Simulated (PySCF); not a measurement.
# Exercise with solution: oscillator strength and radiative lifetime

Ta(O)(F)2(OMe) (CH3F2O2Ta), SMILES [F][Ta]([F])(=[O])[O]C, multiplicity 1.

Geometry: B3LYP-D3(BJ)/def2-SVP. The multiplicity is an assumed one; no other spin state was optimised. The structure was generated by enumeration; whether it is a known compound was not checked. The def2 effective core potentials stand for the cores of Ta; spin–orbit coupling is left out. Other conformers were not sampled.

TDA-PBE0/def2-SVPD (PySCF) puts the first singlet state with f over 0.02 at 7.17 eV (vertical), with the transition dipole (-0.224, 0.299, 0.000) in atomic units.

### Question
Find the oscillator strength, the wavelength and the radiative lifetime that this transition would have in vacuum if emission retraced absorption.

### Answer

|μ|² = 0.1396 au, so |μ| = 0.95 D. ΔE = 7.17/27.211 = 0.2635 hartree. f = (2/3) ΔE |μ|² = 0.025 (the program prints 0.025).
λ = 1239.84/7.17 = 173 nm; ν = 57830 cm⁻¹.
Einstein's coefficient A = 0.6670 ν² f s⁻¹ (ν in cm⁻¹) = 5.5e7 s⁻¹, so τ = 1/A = 18 ns. This state is S7; the lower singlets have f = 0.000, 0.002, 0.002, 0.002, 0.001, 0.000. The figure is the radiative limit of this one transition; relaxation, internal conversion, crossing to triplets and a medium change what is measured.
